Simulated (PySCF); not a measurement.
Symmetry of computed structures. The calculation used PBE0-D3(BJ)/def2-SVP geometry optimisation, gas phase in PySCF 2.14.0. The symmetry is that of the one conformer found, every atom within 0.08 Å of its image; none is proved a minimum here.

Problem. What symmetry has `C#C[C@H]1[C@H]2[C@H](F)[C@@H]12`?

Solution. Cs; near-prolate asymmetric top; symmetry number 1; 2 operations, which sort the 12 atoms into 10 sets; dipole 1.21 D, in the ab plane, which is the mirror; A, B, C = 7012, 1718, 1527 MHz.

Problem. What symmetry has `[CH3:1]/[CH:2]=[CH:3]\[O:4][SiH2:5][N:6]1[CH2:7][CH2:8][CH2:9][CH2:10]1` with C2–C3–O4–Si5 162°, C3–O4–Si5–N6 -76°, O4–Si5–N6–C7 85°, Si5–N6–C7–C8 154°, N6–C7–C8–C9 22°, C7–C8–C9–C10 1°, C8–C9–C10–N6 -24°?

Solution. C1; near-prolate asymmetric top; symmetry number 1; this conformer is chiral (no improper operation); dipole 2.00 D.

Problem. What symmetry has `[F:1][C@:2]12[CH:3]=[CH:4][C@H:5]1[CH:6]=[CH:7]2`?

Solution. Cs; asymmetric top; symmetry number 1; 2 operations, which sort the 12 atoms into 8 sets; dipole 1.84 D, in the ac plane, which is the mirror; A, B, C = 3980, 3664, 2462 MHz; heavy atoms equivalent by symmetry: C3/C7, C4/C6.
